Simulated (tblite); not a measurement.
A geometry optimisation, step by step.

Species: C8H9F3.
SMILES with atom numbers: `[CH2:1]=[CH:2]/[CH:3]=[CH:4]/[C:5](=[CH2:6])[CH2:7][C:8]([F:9])([F:10])[F:11]` (hydrogens: H12, H13 on C1; H14 on C2; H15 on C3; H16 on C4; H17, H18 on C6; H19, H20 on C7)

Computed with GFN2-xTB (tblite), gas phase: L-BFGS steps from a force-field or distance-geometry start until the largest atomic force falls under 0.01 eV/Å. 4 of its 94 geometries are shown.

Step 0: E = -975.0501 eV, largest atomic force 3.250 eV/Å
```
atom  x, y, z in Å  |  force x, y, z in eV/Å
C1      2.531   -1.916   -2.059    0.483  -1.075  -0.216
C2      1.724   -1.965   -1.015   -0.515   0.579   0.666
C3      0.964   -0.796   -0.564    1.419  -0.361  -1.725
C4      0.157   -0.802    0.463   -0.705  -1.102   1.509
C5     -0.639    0.283    0.980   -0.982  -1.972   1.621
C6     -1.366   -0.004    2.083    0.290  -0.100  -0.250
C7     -0.757    1.642    0.464    1.739   2.374   1.379
C8     -1.490    1.867   -0.797   -1.446   0.889  -0.931
F9     -1.480    3.235   -1.100   -0.226  -1.585   0.169
F10    -1.072    1.243   -1.920   -0.424   0.394   0.964
F11    -2.830    1.519   -0.576    1.501   0.467  -0.773
H12     3.058   -2.843   -2.311   -0.052   0.669  -0.230
H13     2.668   -1.042   -2.658    0.093   0.131  -0.173
H14     1.655   -2.904   -0.460   -0.228   0.477  -0.017
H15     1.093    0.108   -1.143    0.113  -0.034  -0.171
H16     0.102   -1.777    1.018   -0.219   1.090  -0.347
H17    -1.979    0.776    2.516   -0.028  -0.477   0.215
H18    -1.313   -1.001    2.528   -0.229   0.697  -0.060
H19    -1.300    2.255    1.260    0.310  -0.575  -1.035
H20     0.270    2.132    0.467   -0.892  -0.487  -0.593
```

Step 31: E = -975.6539 eV, largest atomic force 0.099 eV/Å
```
atom  x, y, z in Å  |  force x, y, z in eV/Å
C1      2.524   -1.872   -2.068    0.008   0.071  -0.016
C2      1.708   -1.863   -1.016    0.048  -0.077   0.005
C3      0.963   -0.720   -0.558    0.051  -0.013  -0.057
C4      0.119   -0.799    0.482    0.081  -0.048  -0.006
C5     -0.677    0.255    1.067    0.000  -0.024  -0.021
C6     -1.469   -0.002    2.111   -0.019   0.010   0.012
C7     -0.605    1.646    0.483   -0.057  -0.010  -0.037
C8     -1.482    1.792   -0.750   -0.071   0.039   0.031
F9     -1.556    3.084   -1.127   -0.007  -0.017  -0.040
F10    -1.063    1.116   -1.826    0.067   0.016   0.051
F11    -2.743    1.393   -0.528   -0.039   0.018   0.037
H12     3.067   -2.753   -2.369   -0.054   0.022   0.040
H13     2.674   -0.993   -2.669    0.006   0.057  -0.032
H14     1.579   -2.766   -0.436   -0.023  -0.091   0.033
H15     1.113    0.199   -1.102    0.039   0.045  -0.047
H16     0.016   -1.760    0.967   -0.048  -0.052   0.066
H17    -2.079    0.751    2.578   -0.001   0.040  -0.018
H18    -1.530   -0.992    2.528   -0.015   0.020  -0.004
H19    -0.979    2.376    1.203   -0.004   0.007   0.030
H20     0.414    1.915    0.207    0.035  -0.014  -0.028
```

Step 62: E = -975.6680 eV, largest atomic force 0.021 eV/Å
```
atom  x, y, z in Å  |  force x, y, z in eV/Å
C1      2.537   -1.834   -2.069   -0.002   0.000   0.000
C2      1.725   -1.887   -1.016   -0.004  -0.001   0.007
C3      0.994   -0.750   -0.523   -0.007   0.004   0.005
C4      0.139   -0.822    0.510   -0.008   0.005   0.003
C5     -0.665    0.248    1.061    0.003   0.003   0.006
C6     -1.500    0.025    2.080    0.006  -0.004   0.003
C7     -0.578    1.634    0.463    0.010   0.001   0.006
C8     -1.513    1.785   -0.725    0.001  -0.004   0.010
F9     -1.566    3.064   -1.145    0.005  -0.008  -0.005
F10    -1.151    1.059   -1.791    0.001  -0.004   0.016
F11    -2.773    1.433   -0.433   -0.009   0.011   0.001
H12     3.065   -2.700   -2.427    0.009  -0.001   0.000
H13     2.691   -0.917   -2.613    0.012   0.005  -0.010
H14     1.579   -2.821   -0.489   -0.003  -0.010   0.013
H15     1.163    0.175   -1.056   -0.016   0.003  -0.003
H16     0.008   -1.776    1.006    0.001  -0.004  -0.019
H17    -2.114    0.802    2.500    0.009   0.004  -0.011
H18    -1.596   -0.951    2.522   -0.003  -0.007  -0.007
H19    -0.886    2.381    1.197    0.005  -0.008  -0.009
H20     0.434    1.862    0.126   -0.010   0.017  -0.007
```

Step 93: E = -975.6716 eV, largest atomic force 0.008 eV/Å
```
atom  x, y, z in Å  |  force x, y, z in eV/Å
C1      2.576   -1.824   -2.052    0.000   0.004   0.003
C2      1.732   -1.885   -1.025   -0.005  -0.004  -0.004
C3      0.985   -0.752   -0.543    0.007  -0.001   0.004
C4      0.132   -0.828    0.491    0.000   0.001  -0.004
C5     -0.666    0.242    1.050    0.001   0.003  -0.004
C6     -1.503    0.016    2.066    0.003   0.001   0.000
C7     -0.572    1.630    0.458    0.002   0.004  -0.002
C8     -1.541    1.792   -0.699   -0.001   0.004   0.002
F9     -1.482    3.031   -1.223    0.005   0.004   0.001
F10    -1.309    0.948   -1.713   -0.006  -0.002   0.003
F11    -2.816    1.604   -0.327   -0.002  -0.007  -0.002
H12     3.121   -2.687   -2.395   -0.004   0.005   0.002
H13     2.747   -0.904   -2.587    0.002  -0.002  -0.003
H14     1.574   -2.822   -0.507    0.002   0.001   0.006
H15     1.148    0.173   -1.078   -0.003  -0.004   0.000
H16     0.003   -1.784    0.982    0.000   0.000  -0.006
H17    -2.109    0.796    2.493   -0.004  -0.003  -0.002
H18    -1.611   -0.965    2.495    0.001   0.003   0.004
H19    -0.845    2.382    1.201   -0.004  -0.004   0.005
H20     0.430    1.847    0.089    0.007  -0.004  -0.001
```

**Question.** Summarise the path.

**Answer.** The energy falls by 0.6215 eV from step 0 to step 93; nine tenths of that is first reached at step 14. It falls at every step. The largest force goes from 3.250 to 0.008 eV/Å. Among the bonds C8–F11 changes most, from 1.402 to 1.341 Å; the atoms move by 0.235 Å rms after alignment.

**Question.** Follow the three bonds and two angles with the largest change from start to end.

**Answer.** 
```csv
step,E above end (eV),largest force (eV/Å),C8–F11 (Å),C8–F9 (Å),C5–C7 (Å),C4–C5–C7 (°),C5–C7–C8 (°)
0,0.6215,3.250,1.402,1.402,1.458,128.3,119.0
4,0.1621,0.447,1.338,1.344,1.507,126.0,116.6
8,0.0981,0.265,1.343,1.352,1.520,124.0,116.2
12,0.0693,0.251,1.338,1.347,1.510,122.4,116.0
16,0.0502,0.163,1.341,1.351,1.514,121.2,114.6
20,0.0387,0.174,1.338,1.346,1.510,120.6,114.3
24,0.0290,0.127,1.341,1.349,1.511,120.0,113.3
28,0.0238,0.119,1.339,1.347,1.512,119.8,113.1
32,0.0152,0.137,1.341,1.348,1.510,119.2,111.6
36,0.0092,0.087,1.340,1.346,1.511,119.6,111.3
40,0.0067,0.038,1.340,1.347,1.512,119.8,110.9
44,0.0059,0.027,1.340,1.346,1.512,119.9,110.9
49,0.0051,0.047,1.341,1.347,1.511,119.9,111.1
53,0.0042,0.021,1.340,1.347,1.512,119.8,111.4
57,0.0039,0.022,1.340,1.347,1.512,119.6,111.4
61,0.0036,0.021,1.340,1.347,1.512,119.6,111.4
65,0.0031,0.038,1.340,1.346,1.512,119.6,111.3
69,0.0017,0.030,1.341,1.347,1.513,119.5,111.1
73,0.0010,0.037,1.341,1.347,1.512,119.7,110.9
77,0.0007,0.023,1.341,1.347,1.512,119.5,110.9
81,0.0005,0.021,1.341,1.347,1.512,119.5,110.8
85,0.0003,0.022,1.341,1.347,1.512,119.6,110.8
89,0.0002,0.014,1.341,1.347,1.512,119.6,110.8
93,0.0000,0.008,1.341,1.347,1.512,119.5,110.9
```

The cost below is that of the whole relaxation. Time: 1.2 s. Hardware: an Arm Neoverse N1 with one thread, no GPU, shared host with 64 logical CPUs at a one-minute load of 59.
